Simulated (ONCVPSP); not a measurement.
## Plane-wave convergence, ONCV potential for hydrogen (H)

```
Element                 : H (Z = 1)
Generator               : ONCVPSP 4.0.1
Type                    : optimised norm-conserving Vanderbilt (ONCV)
Functional              : PBE
Relativity              : scalar-relativistic
Frozen core             : none
Valence charge          : 1
Reference configuration : 1s1
Partial waves           : 1s: rc 1.30 bohr, ncon 5, nbas 10, qcut 4.9 1/bohr, 2 projectors, debl 3.6 Ha; p scattering state at 0.42 Ha: rc 1.05 bohr, ncon 5, nbas 9, qcut 6.8 1/bohr, 3 projectors, debl 2.8 Ha
Local potential         : polynomial inside 0.95 bohr (lpopt 5, dvloc0 4 Ha)
Core correction         : none
```

Task: For each optimised wave give the share of its norm inside rc, the residual kinetic energy above qcut (Ha) and the cutoffs (Ha) for errors of 10, 1, 0.1 and 0.01 mHa per electron.

Result:

```json
{"wave": "1s", "norm inside rc": "0.442", "residual KE": "1.0e-03", "10 mHa": "6.7", "1 mHa": "12.2", "0.1 mHa": "93.8", "0.01 mHa": "168.5"}
{"wave": "s projector 2", "norm inside rc": "0.130", "residual KE": "6.1e-03", "10 mHa": "10.6", "1 mHa": "19.6", "0.1 mHa": "76.0", "0.01 mHa": "199.2"}
{"wave": "p projector 1", "norm inside rc": "0.035", "residual KE": "6.4e-06", "10 mHa": "2.1", "1 mHa": "5.0", "0.1 mHa": "11.9", "0.01 mHa": "21.3"}
{"wave": "p projector 2", "norm inside rc": "0.164", "residual KE": "2.3e-04", "10 mHa": "8.2", "1 mHa": "12.9", "0.1 mHa": "25.7", "0.01 mHa": "35.1"}
{"wave": "p projector 3", "norm inside rc": "0.109", "residual KE": "6.8e-04", "10 mHa": "11.9", "1 mHa": "15.9", "0.1 mHa": "31.8", "0.01 mHa": "39.4"}
```

The occupied waves need 12 Ha and 94 Ha for 1 and 0.1 mHa.
